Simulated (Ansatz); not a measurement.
Consider the formal exchange of groups at a C–Ge bond: `Cl[CH2][GeH2][SeH]` + `C=COC` → `C=COCCCl` + `[GeH3][SeH]`.

Calculated with Ansatz (gas phase, PBE0-D4/def2-TZVP geometries, no zero-point term in ΔE). CCSD(T)/CBS adds triple-zeta CCSD(T) − MP2 to the extrapolated MP2 energy (def2 sets, frozen cores). DFT in def2-TZVPP. B3LYP here is the variant with VWN-RPA as its local correlation; programs differ in this. For Ge, Se outer-core shells are correlated without core-valence functions, which leaves a few kJ/mol of doubt a bond. Scalar relativity is left out up to krypton. Each species was taken in one conformer, which may not be the lowest.

(1) Is it downhill or uphill in electronic energy at CCSD(T)/CBS, and by how much? (Estimate.)

(2) What do these levels give: PBE-D4, PBE0-D4, ωB97X-V, ωB97M-V, r2SCAN, B3LYP, MP2/def2-TZVPP, SCS-MP2/def2-TZVPP, CCSD(T)/def2-TZVPP, MP2/def2-QZVPP, SCS-MP2/def2-QZVPP, CCSD/CBS(def2)? (Best estimate.)

Largest T1 diagnostic among the species: 0.012.

Answers

(1) Ansatz gave: Uphill: ΔE = +0.11 eV.

(2) Computed: PBE-D4 0.12, PBE0-D4 0.09, ωB97X-V 0.06, ωB97M-V 0.08, r2SCAN 0.08, B3LYP 0.07, MP2/def2-TZVPP 0.14, SCS-MP2/def2-TZVPP 0.11, CCSD(T)/def2-TZVPP 0.09, MP2/def2-QZVPP 0.15, SCS-MP2/def2-QZVPP 0.11, CCSD/CBS(def2) 0.09 eV.

In def2-TZVPP, CCSD(T) changes the Hartree–Fock value by +0.12 eV (the triples alone add +0.01 eV) and MP2 by +0.17 eV. The D4 term adds +0.04 eV with B3LYP and +0.02 eV with PBE0; it sums over pairs of atoms, weighted by their polarisabilities, and B3LYP, whose exchange is more repulsive, gets the larger term.
